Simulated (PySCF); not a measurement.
**Electronic absorption of C5H3ClOS**

C5H3ClOS.
InChI=1S/C5H3ClOS/c6-5(7)4-1-2-8-3-4/h1-3H

The calculation used PySCF 2.14.0, density-fitted response routines, TDDFT CAM-B3LYP/def2-SVPD, vertical, gas phase, core orbitals frozen in the response. Geometry: PBE0-D3(BJ)/def2-SVP, one conformer, isolated molecule. Torsions of this conformer, `[O:1]=[C:2]([Cl:3])[c:4]1[cH:5][cH:6][s:7][cH:8]1`: O1–C2–C4–C5 0°.

| state | λ (nm) | E (eV) | f | symmetry | main configurations (H = HOMO, L = LUMO) |
| --- | --- | --- | --- | --- | --- |
| S1 | 258.4 | 4.80 | 0.0002 | – | H-2→L (86%) |
| S2 | 243.9 | 5.08 | 0.020 | A′ | H→L (88%) |
| S3 | 230.0 | 5.39 | 0.249 | A′ | H-1→L (85%) |
| S4 | 198.9 | 6.23 | 0.0002 | – | H-4→L (92%) |
| S5 | 193.7 | 6.40 | 0.270 | A′ | H→L+1 (70%), H-1→L+1 (17%) |
| S6 | 189.3 | 6.55 | 0.0072 | A′ | H-3→L (75%), H-1→L+1 (11%) |

The lowest singlet comes at 258 nm (463 kJ/mol) in the ultraviolet; it is dark (f under 0.0005); its leading configuration is HOMO-2→LUMO (86%). The strongest level in the table is S5 at 6.40 eV (194 nm, f = 0.270). Löwdin shares by element: HOMO carbon 84% or more (atoms not listed hold the other 16%); LUMO carbon 43% or more, oxygen 20%, sulfur 14% (atoms not listed hold the other 23%). The oscillator strengths of these states sum to 0.546; summed over the whole spectrum of an exact calculation they would give the number of electrons, 74 (Thomas–Reiche–Kuhn). Of the 6 states listed, 3 reach f = 0.01 and 2 stay under 0.0005. Orbital energies (eV): HOMO-3 -10.80, HOMO-2 -10.05, HOMO-1 -9.30, HOMO -8.99, LUMO -1.03, LUMO+1 0.39, LUMO+2 0.85. Symmetry labels in Cs follow from the direction of the transition dipole and are given only for states with f of 0.002 or more. Only the lowest 6 singlets were computed, as vertical energies without vibronic structure.
